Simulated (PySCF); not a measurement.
# Electron correlation in Cl⁺ (chlorine, charge +1)

[Ne] 3s2 3p3 3d1, high-spin 5D determinant (an excited configuration). Computed with PySCF 2.14 in aug-cc-pwCVDZ (6s5p3d, 36 functions), with no relativity, point nucleus. Frozen: 1s2; 14 electrons correlated.

```tsv
level	correlation energy (mhartree)
CCSD	-235.80
(T)	-2.10
CCSD(T)	-237.90
```

Diagnostics: T1 = 0.0024, D1 = 0.0093, largest double amplitude 0.057.

The outer electron is Rydberg-like, and this basis confines it to a smaller radius and binds it less than a complete one would.

Cost of the coupled-cluster step: roughly 2.1 core-seconds, for 14 correlated electrons.
